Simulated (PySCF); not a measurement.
3,5-dichloro-1,2,4-thiadiazole, C2Cl2N2S.
Geometry (PBE0-D3(BJ)/def2-SVP, Å), atoms numbered from 1 in this order:
```
atom  x, y, z in Å
Cl1   -2.524   -0.551    0.834
C2    -1.024   -0.054    0.189
N3    -0.965    0.946   -0.646
S4     0.624    1.153   -1.066
C5     1.103   -0.167   -0.053
Cl6    2.719   -0.664    0.099
N7     0.104   -0.718    0.559
```

Level of theory: core-valence-separated Tamm–Dancoff BHandHLYP/aug-pcX-1 (def2-SVPD on S, def2-SVPD on Cl) in PySCF, non-relativistic, gas phase, PBE0-D3(BJ)/def2-SVP geometry. Absolute energies from this functional tend to lie a few eV below measured edges; no shift was applied.

(1) Give energies, oscillator strengths and core holes at the N K edge.

(2) List the carbon K-edge absorption lines.

## Answers

(1) 
| E (eV) | f | core hole on | main final orbital | polarisation |
| --- | --- | --- | --- | --- |
| 397.20 | 0.0369 | N3 | LUMO (72 %) | out of plane |
| 397.21 | 0.0670 | N7 | LUMO (57 %) | out of plane |
| 399.06 | 0.0413 | N3 | LUMO+1 (65 %) | in plane |
| 400.04 | 0.0094 | N7 | LUMO+5 (55 %) | out of plane |
| 401.14 | 0.0073 | N7 | LUMO+1 (89 %) | in plane |
| 401.51 | 0.0016 | N3 | LUMO+5 (75 %) | out of plane |
| 401.64 | 0.0011 | N7 | LUMO+2 (46 %) | in plane |
| 401.93 | 0.0099 | N3 | LUMO+2 (37 %) | in plane |
| 402.15 | 0.0014 | N7 | LUMO+3 (81 %) | in plane |
| 402.45 | 0.0006 | N3 | LUMO+3 (67 %) | – |
| 402.47 | 0.0055 | N7 | spread | in plane |

The first line with a tenth or more of the strongest one's intensity is at 397.20 eV (f = 0.037), with the hole on N3 (pyridine-type nitrogen), polarised out of plane: a 1s→π* resonance. The strongest listed is at 397.21 eV (f = 0.067; N7, 1s→π*).

(2) 
```csv
E (eV),f,core hole on,main final orbital,polarisation
284.71,0.0722,C5,LUMO (85 %),out of plane
285.35,0.0713,C2,LUMO (47 %),out of plane
287.54,0.0510,C5,spread,in plane
287.69,0.0473,C2,spread,in plane
288.29,0.0403,C5,LUMO+1 (62 %),in plane
288.43,0.0080,C2,LUMO (51 %),out of plane
289.46,0.0160,C2,LUMO+1 (56 %),in plane
290.05,0.0005,C5,LUMO+5 (89 %),–
290.28,0.0166,C5,spread,in plane
290.41,0.0034,C2,LUMO+2 (38 %),in plane
290.57,0.0025,C5,LUMO+2 (49 %),in plane
```

The first line with a tenth or more of the strongest one's intensity is at 284.71 eV (f = 0.072), with the hole on C5 (aromatic C–Cl carbon), polarised out of plane: a 1s→π* resonance. It is also the strongest listed.

Roots within 0.03 eV whose holes lie on the same, on equivalent or on shared atoms are summed into one line, and the highest roots are left out, as the search may have cut off their partners. Final orbitals are the ground state's empty Kohn–Sham orbitals. A dash: too weak, shared between unlike atoms, or no plane or axis to refer to.

Q: What length of transition dipole belongs to the line at 397.21 eV?

A: From f = (2/3) ΔE |μ|² in atomic units, with ΔE = 14.597 Eh and f = 0.0670: |μ| = 0.083 au = 0.21 D.

Only the lowest roots of each edge were sought.
